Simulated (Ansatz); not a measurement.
System: SnF$_{2}$, net charge 1, doublet state. SMILES of the parent species: [F][Sn][F]

Atoms: Sn1, F2, F3. Bonds: Sn1-F2, Sn1-F3.

Bond lengths (Å) and angles (degrees) optimised at HF/3-21G with Ansatz (a first-principles code); PBE/6-31G* with LANL2DZ past Ar with Ansatz; B3LYP/6-31G* with LANL2DZ past Ar with Ansatz, each started from the B3LYP-D3(BJ)/def2-TZVP structure (Ansatz) of the last column. A row stands for all coordinates that are equal there. 6-31G* holds six Cartesian d functions. No wavenumbers were computed at PBE/6-31G* with LANL2DZ past Ar, so these may be saddle points.

```csv
coordinate,HF/3-21G,PBE/6-31G* with LANL2DZ past Ar,B3LYP/6-31G* with LANL2DZ past Ar,B3LYP-D3(BJ)/def2-TZVP
Sn1-F2,1.862,1.825,1.802,1.894
F2-Sn1-F3,109.7,115.3,115.3,117.8
```

Mean signed difference of all 2 bond lengths from B3LYP-D3(BJ)/def2-TZVP: HF/3-21G -0.032 Å, PBE/6-31G* with LANL2DZ past Ar -0.068 Å, B3LYP/6-31G* with LANL2DZ past Ar -0.091 Å.
